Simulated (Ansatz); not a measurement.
Reaction (formal hydrolysis of a B–Si bond): `OBB(F)[SiH3]` + H₂O → `OBB(O)F` + SiH₄

Calculated with Ansatz (gas phase, PBE0-D4/def2-TZVP geometries, no zero-point term in ΔE). CCSD(T)/CBS adds triple-zeta CCSD(T) − MP2 to the extrapolated MP2 energy (def2 sets, frozen cores). This one scheme is used for every species. DFT in def2-TZVPP. B3LYP here is the variant with VWN-RPA as its local correlation; programs differ in this. Each species was taken in one conformer, which may not be the lowest.

`OBB(F)[SiH3]`:

Cartesian coordinates in Å:
```
O 1.416 -0.631 -1.781
B 1.413 -0.109 -0.531
B 0.192 -0.568 0.568
F 0.415 -1.546 1.447
Si -1.614 0.398 0.691
H 2.118 -0.291 -2.341
H 2.246 0.717 -0.238
H -1.439 1.614 1.539
H -2.683 -0.442 1.298
H -2.065 0.858 -0.652
```

H₂O:

Z-matrix (Å, degrees):
```
O
H 1 0.960
H 1 0.960 2 105.1
```

`OBB(O)F`:

Cartesian coordinates in Å:
```
O -0.947 -0.337 -1.115
B -0.451 0.629 -0.299
B 0.741 0.072 0.814
O 1.131 -1.222 0.855
F 1.337 0.885 1.684
H -1.613 -0.028 -1.736
H -0.863 1.753 -0.408
H 0.665 -1.753 0.203
```

SiH₄:

```xyz
5

Si    0.000    0.000    0.000
H     0.716    0.358    1.250
H     0.636    0.691   -1.150
H    -1.420    0.419    0.106
H     0.068   -1.469   -0.206
```

Q: Is it downhill or uphill in electronic energy at CCSD(T)/CBS, and by how much? (An estimate is asked.)

A: Ansatz gave: Downhill: ΔE = -181.5 kJ/mol.

Q: What do these levels give: r2SCAN-D4, B3LYP-D4, PBE0, B3LYP, HF/def2-TZVPP, MP2/def2-TZVPP, CCSD/def2-TZVPP, CCSD(T)/def2-TZVPP, HF/def2-QZVPP, MP2/def2-QZVPP, SCS-MP2/def2-QZVPP, HF/CBS(def2)? (Best estimate.)

A: Ansatz gave: r2SCAN-D4 -185.3, B3LYP-D4 -184.1, PBE0 -177.6, B3LYP -187.3, HF/def2-TZVPP -201.1, MP2/def2-TZVPP -192.7, CCSD/def2-TZVPP -188.3, CCSD(T)/def2-TZVPP -187.2, HF/def2-QZVPP -201.0, MP2/def2-QZVPP -189.3, SCS-MP2/def2-QZVPP -190.2, HF/CBS(def2) -200.9 kJ/mol.

Largest T1 diagnostic among the species: 0.015.

From PBE to PBE0 (25 % exact exchange), in def2-TZVPP and without D4, ΔE moves by −5.1 kJ/mol. In def2-TZVPP, CCSD(T) changes the Hartree–Fock value by +13.9 kJ/mol (the triples alone add +1.1 kJ/mol) and MP2 by +8.5 kJ/mol. The D4 term adds +3.2 kJ/mol with B3LYP and +2.0 kJ/mol with PBE0; it sums over pairs of atoms, weighted by their polarisabilities, and B3LYP, whose exchange is more repulsive, gets the larger term.
